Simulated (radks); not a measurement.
Excited configurations of Pd XLII: one electron is placed in a higher orbital outside [He] 2s2. The ground configuration is [He] 2s2 2p1. All-electron calculation, Dirac Kohn-Sham, PBE, spin-unpolarised, spherical densities, point nucleus; open shells fill j = l - 1/2 first. Program: a radial shooting solver on a logarithmic mesh with Libxc functionals. Excitation = E - E(ground); binding = E(ion) - E, where the ion is the core of charge +42; n* = 42/sqrt(2 binding) in atomic units. These energies are relativistic, and a one-electron ion of charge +42 with no core already has n* below n in this formula (Dirac formula, point nucleus: 3d3/2 2.988, 5s1/2 4.959, 5d3/2 4.983, 6p1/2 5.958, 6d3/2 5.982, 7p1/2 6.957, 7d3/2 6.981). The quantum defect is therefore taken as that value minus n*, so that it holds no relativistic shift of the bare ion.

outer orbital  excitation (eV)  binding (eV)  quantum defect  <r> (bohr)
3d3/2                   3758.8        2716.4           0.016      0.2432
5s1/2                   5473.0        1002.1           0.065      0.8551
5d3/2                   5499.9        975.21           0.023      0.8072
6p1/2                   5788.1        687.06           0.047       1.224
6d3/2                   5798.6        676.57           0.026       1.196
7p1/2                   5972.0        503.14           0.050       1.680
7d3/2                   5978.5        496.66           0.030       1.655

The Delta-SCF ionisation energy is 6475.2 eV (NIST Atomic Spectra Database: 6469 eV, semi-empirical). Self-interaction in the functional shifts the binding energies and quantum defects, so they are the method's values and not measured ones. Spin polarisation and multiplet splitting are left out, so open shells lie too high by an amount that depends on their filling. Nuclear size, the Breit interaction and QED, all absent here, shift the 1s and 2s values of heavy ions.

Beside tabulated values, note that spin-unpolarised runs miss the spin-polarisation part of the exchange energy of open shells.
